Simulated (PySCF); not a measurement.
Shapes and spin states of InO₂

Method: PySCF, PBE0, basis In def2-TZVP with ECP28, O def2-TZVP (scalar-relativistic core potentials, no spin–orbit coupling, density fitting).

Relaxations began from a few typed shapes and spin states; open shells are unrestricted. The search is not exhaustive: other isomers or separated fragments can lie lower, and high-lying points may rest on an excited occupation.

```tsv
spin	group	bonds	angles	imaginary modes (cm⁻¹)	ΔE (kJ/mol)	ΔE with ZPE (kJ/mol)
doublet	C∞v	In–O 1.826 Å, In–O 1.927 Å	O–In–O 180.0°	none	0.0	0.0
quartet	C2v	In–O 2.055 Å (×2)	O–In–O 112.6°	none	100.3	97.6
quartet	D∞h	In–O 2.132 Å (×2)	O–In–O 180.0°	120i, 120i	139.7	–
```

The lowest minimum found is the doublet C∞v: In–O 1.826 Å, In–O 1.927 Å; O–In–O 180.0°.

For the lowest minimum: the spin densities have lower symmetry than the nuclear frame. With an element this heavy the missing spin–orbit coupling can shift these numbers.

The electron or spin density has lower symmetry than the nuclear frame for the quartet D∞h at 139.7 kJ/mol.
